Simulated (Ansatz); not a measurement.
Born–Oppenheimer molecular dynamics of CH$_{7}$FOSi$_{2}$ (12 atoms, charge 0, multiplicity 1). It starts from a relaxed structure.

Method: RKS CAM-B3LYP/6-31G (Ansatz).

| Item | Value |
| --- | --- |
| ensemble | NVE (velocity Verlet) |
| time step | 0.5 fs |
| steps asked | 150 |
| starting velocities drawn for | 1000 K |
| seed | 433115 |

First frame:

```xyz
12
Properties=species:S:1:pos:R:3
O -0.203 1.400 2.144
C 0.323 1.031 0.898
F 1.588 0.343 1.074
Si -0.896 -0.224 0.084
Si 0.252 -1.315 -1.650
H 0.339 2.075 2.598
H 0.568 1.901 0.279
H -1.336 -1.166 1.155
H -2.078 0.543 -0.427
H 0.967 -0.303 -2.495
H -0.704 -2.067 -2.526
H 1.258 -2.273 -1.098
```

**Question.** How far do the bonds stretch over the last three quarters of this one trajectory? (Pairs bonded in most of those frames.)

**Answer.** 
```
   bond  mean (Å)  spread (Å)  shortest  longest
  O1–C2     1.409       0.031      1.37     1.46
  O1–H6     0.979       0.018      0.95     1.01
  C2–F3     1.466       0.012      1.43     1.48
 C2–Si4     1.938       0.054      1.88     2.04
  C2–H7     1.102       0.034      1.05     1.15
Si4–Si5     2.350       0.008      2.34     2.37
 Si4–H8     1.525       0.076      1.40     1.64
 Si4–H9     1.502       0.007      1.49     1.51
Si5–H10     1.503       0.023      1.46     1.54
Si5–H11     1.507       0.014      1.48     1.54
Si5–H12     1.511       0.066      1.41     1.60
```

Mean temperature of the second half: 538 K. The conserved energy stayed within 0.32 meV per atom of its start (net change 0.19 meV per atom), so the integration is sound. Over the second half the temperature averaged 0.54 of the 1000 K drawn at the start: a run that starts near a minimum puts about half its kinetic energy into the potential. A run of 0.075 ps of so small a system gives no equilibrium averages. Limits of this set-up: no polarisation functions.

The run took 9.9 min on 1 thread of Arm Neoverse V1, on a shared host, peak memory 0.15 GiB.
